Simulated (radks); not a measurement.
Q: All-electron atom: the iridium ion Ir12+ in [Kr] 4d10 4f14 5s2 5p3. Method: Dirac Kohn-Sham, PBE, spin-unpolarised, spherical densities, finite nucleus; open shells fill j = l - 1/2 first; Fermi nuclear charge, rms radius 5.4032 fm; computed with a radial shooting solver on a logarithmic mesh with Libxc functionals. Some entries of the table are withheld. Estimate them.

| orbital | occ. | eigenvalue (hartree) | <r^2> (bohr^2) |
|---|---|---|---|
| 1s1/2 | 2 | -2800.544 | 0.0004197 |
| 2s1/2 | 2 | -496.2840 | 0.006360 |
| 2p1/2 | 2 | -475.8921 | 0.004516 |
| 2p3/2 | 4 | -416.0712 | 0.005708 |
| 3s1/2 | 2 | (1) | 0.04137 |
| 3p1/2 | 2 | -113.0070 | (2) |
| 3p3/2 | 4 | -99.90060 | (3) |
| 3d3/2 | 4 | -84.55552 | 0.03409 |
| 3d5/2 | 6 | -81.72102 | 0.03586 |
| 4s1/2 | 2 | -32.27889 | 0.2020 |
| 4p1/2 | 2 | -28.40161 | 0.2067 |
| 4p3/2 | 4 | -25.29475 | 0.2400 |
| 4d3/2 | 4 | -18.92281 | 0.2552 |
| 4d5/2 | 6 | -18.34344 | 0.2670 |
| 5s1/2 | 2 | -11.01893 | 0.9423 |
| 4f5/2 | 6 | -10.20250 | 0.3188 |
| 4f7/2 | 8 | -10.08332 | 0.3265 |
| 5p1/2 | 2 | -9.68042 | 1.051 |
| 5p3/2 | 1 | -9.03214 | 1.191 |
| 5d3/2 | 0 | (4) | 1.530 |
| 5d5/2 | 0 | (5) | 1.580 |
| 6s1/2 | 0 | -5.54078 | 3.212 |

A: 
(1) 3s1/2 eigenvalue (hartree): -122.1728
(2) 3p1/2 <r^2> (bohr^2): 0.03780
(3) 3p3/2 <r^2> (bohr^2): 0.04428
(4) 5d3/2 eigenvalue (hartree): -6.99174
(5) 5d5/2 eigenvalue (hartree): -6.88580
